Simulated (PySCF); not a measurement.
Input of a run (PBE0-D3(BJ)/def2-SVP geometry optimisation, gas phase (PySCF 2.14.0)), started from GFN2-xTB:
```
{"job": {"xc": "PBE0", "basis": "def2-SVP", "d3": "d3bj", "grid": 1, "maxiter": 40, "shake": 0.03, "kind": "geom"}, "charge": 0, "multiplicity": 1}
Si    -0.248150    -0.663880    -1.862220
O     -0.257860    -0.431590    -0.241970
C      0.251390     0.567620     0.478510
C      0.252180     0.320360     1.957690
O      0.838510     1.493370    -0.033200
H      0.553890     1.154230     2.531410
H      0.695430    -0.616810     2.224260
H     -0.856200     0.200390     2.184110
Cl     1.537500    -0.699920    -2.565400
Cl    -1.349310     0.921300    -2.647750
Cl    -1.319330    -2.330550    -1.994540
```

Output (energies in Eh, forces in Eh/bohr):
```
step   0  E = -1897.25286727  max force = 0.071040
step   1  E = -1897.26816318  max force = 0.022644
step   2  E = -1897.26979213  max force = 0.013823
step   3  E = -1897.27179887  max force = 0.009988
step   4  E = -1897.27239799  max force = 0.002195
step   5  E = -1897.27243401  max force = 0.001228
step   6  E = -1897.27243908  max force = 0.000514
step   7  E = -1897.27243842  max force = 0.000472
step   8  E = -1897.27243883  max force = 0.000249
optimisation converged
```

Question: Summarise the run.

Answer: The energy falls by 0.533 eV over 9 energy and gradient evaluations, the largest force component goes from 0.0710 to 2.5e-04 Eh/bohr, and the atoms move by 0.098 Å rms after alignment. The bond that changes most is Si1–Cl9 (ends: silicon bonded to 3 Cl and O; chlorine bonded to Si), which lengthens by 0.110 Å. Bonds longer at the end by more than 0.005 Å: 6 of 10; shorter: 4. Among the angles that change most is Cl9–Si1–Cl11, from 117.5° to 110.0°. Among the dihedrals that turn most is O5–C3–C4–H6, from 17° to 3°. The energy never rose by more than 1e-6 Eh on the way. The first step brought 78 % of the lowering.

Question: What are the final bond lengths?

Answer: Si1–O2 1.673 Å, Si1–Cl9 2.030 Å, Si1–Cl10 2.029 Å, Si1–Cl11 2.032 Å, O2–C3 1.361 Å, C3–C4 1.493 Å, C3–O5 1.197 Å, C4–H6 1.095 Å, C4–H7 1.100 Å, C4–H8 1.099 Å. Numbering counts from 1 in the input's order; the species is Si(OAc)Cl3 (`CC(=O)O[Si](Cl)(Cl)Cl`).

The run used 143 basis functions and 63 SCF cycles in all. Hardware: one thread of an AMD EPYC (shared host). Cost: 3.1 min of wall time, 0.57 GiB resident at most.

PBE0-D3(BJ)/def2-SVP frequencies: not computed here. One conformer, not necessarily the lowest.
